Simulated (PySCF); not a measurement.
A calculated (LDA, PySCF 2.14, x2c-SVPall, the spin-free X2C one-electron Hamiltonian (Gaussian nucleus)) atom or ion has these occupied shells.

```
shell  electrons  orbital energy (eV)  rms radius, mean of both spins (bohr)
 1s α          1              -1524.8                                  0.140
 1s β          1              -1524.6                                  0.140
 2s α          1              -128.41                                  0.684
 2s β          1              -128.21                                  0.684
 2p α          3              -90.772                                  0.678
 2p β          3              -90.553                                  0.678
 3s α          1              -24.529                                   2.40
```

Question: Name the element and its charge.

Answer: Al²⁺ (aluminium, charge +2), in [Ne] 3s1, 2S determinant.
